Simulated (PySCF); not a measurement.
# Spin-rotation constants: `InChI=1S/C7H3FO2/c1-6(8)4-2-3-5-7(9)10/h1H2,(H,9,10)`

Molfile (atoms numbered from 1):
```
C7H3FO2
     RDKit          3D

 13 12  0  0  0  0  0  0  0  0999 V2000
   -3.8566    0.3814   -0.0730 C   0  0  0  0  0  0  0  0  0  0  0  0
   -2.7738    1.1176    0.1579 C   0  0  0  0  0  0  0  0  0  0  0  0
   -2.8937    2.4337    0.4433 F   0  0  0  0  0  0  0  0  0  0  0  0
   -1.4506    0.6412    0.1341 C   0  0  0  0  0  0  0  0  0  0  0  0
   -0.2957    0.2687    0.1235 C   0  0  0  0  0  0  0  0  0  0  0  0
    0.9730   -0.1893    0.1017 C   0  0  0  0  0  0  0  0  0  0  0  0
    2.1235   -0.5722    0.0897 C   0  0  0  0  0  0  0  0  0  0  0  0
    3.4446   -1.1281    0.0511 C   0  0  0  0  0  0  0  0  0  0  0  0
    3.6847   -2.2821   -0.1922 O   0  0  0  0  0  0  0  0  0  0  0  0
    4.3824   -0.2105    0.3185 O   0  0  0  0  0  0  0  0  0  0  0  0
   -4.8379    0.8188   -0.0364 H   0  0  0  0  0  0  0  0  0  0  0  0
   -3.7677   -0.6641   -0.3000 H   0  0  0  0  0  0  0  0  0  0  0  0
    5.2633   -0.6148    0.2854 H   0  0  0  0  0  0  0  0  0  0  0  0
  1  2  2  0
  2  3  1  0
  2  4  1  0
  4  5  3  0
  5  6  1  0
  6  7  3  0
  7  8  1  0
  8  9  2  0
  8 10  1  0
  1 11  1  0
  1 12  1  0
 10 13  1  0
M  END
```

Theory: GIAO CAM-B3LYP/pcSseg-1 magnetisability, rotational g tensor and spin-rotation constants, non-relativistic, gas phase in PySCF 2.14.0. Geometry: GFN2-xTB.

Problem. Give the nuclear spin-rotation constants along the inertial axes (H = +C I·J) beside the isotropic shieldings.

Solution. Rotational constants 5.6883, 0.3630, 0.3412 GHz. A star marks the isotopologue with that one atom substituted, in its own axes.
```
atom  isotope  Caa (kHz)  Cbb (kHz)  Ccc (kHz)  mean (kHz)  σ (ppm)
  F3      19F      8.141      0.422      0.249       2.937    278.0
 H11       1H      0.534     -0.039     -0.041       0.151     26.0
 H12       1H     -0.420      0.022     -0.042      -0.147     26.1
 H13       1H      0.417     -0.036     -0.047       0.111     25.3
  C1     13C*      2.176      0.134      0.049       0.786     64.4
  C2     13C*      2.649      0.132      0.084       0.955     24.3
  C4     13C*     -0.029      0.134      0.119       0.075    105.6
  C5     13C*      0.602      0.112      0.114       0.276     98.5
  C6     13C*      0.357      0.123      0.107       0.196    105.4
  C7     13C*      0.197      0.118      0.123       0.146    104.1
  C8     13C*      2.713      0.126      0.086       0.975     23.3
  O9     17O*     -3.046     -0.238     -0.036      -1.107   -133.1
 O10     17O*     -1.651     -0.067     -0.066      -0.594    123.3
```
For the geometry as given, no vibrational averaging.
